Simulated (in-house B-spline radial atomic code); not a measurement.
A fraction x of an electron is removed from 2p in the nitrogen ion N⁺, starting from [He] 2s2 2p2 and keeping the highest spin. All numbers are computed (non-relativistic Hartree-Fock with fractional occupations, spin-polarised, spherical fractional occupations; point nucleus) with a B-spline radial code for spherical atoms, not measured.

Caution: exact exchange at fractional occupations of open shells leaves self-interaction of up to several eV.

```
   x  E(x) - E(0) (eV)  2p up level (eV)
   0            0.0000           -24.632
0.04            0.9931           -25.024
0.22            5.6574           -26.809
0.33            8.6673           -27.920
0.42           11.2214           -28.840
 0.5           13.5617           -29.667
0.54           14.7566           -30.083
0.69           19.3871           -31.661
0.81           23.2633           -32.944
0.94           27.6375           -34.354
   1           29.7184           -35.012
```

The exact functional would give a straight line between the two integer points. Deviations E(x) - E(0) - x[E(1) - E(0)], in eV: -0.196 at x = 0.04, -0.881 at x = 0.22, -1.14 at x = 0.33, -1.26 at x = 0.42, -1.297 at x = 0.5, -1.291 at x = 0.54, -1.119 at x = 0.69, -0.809 at x = 0.81, -0.298 at x = 0.94.

The curve lies below the straight line by up to 1.297 eV (at x = 0.5): with spherically averaged exact exchange in an open shell, this holds the self-interaction named above.

Problem. How well does Slater's transition state (minus the level at half occupation) give the ionisation energy?

Solution. It gives 29.667 eV against 29.718 eV from the two total energies; NIST lists 29.60 eV, ground level to ground level. The end point has an open shell averaged over its orbitals, so its exact exchange keeps a self-interaction and this is no true integer point.
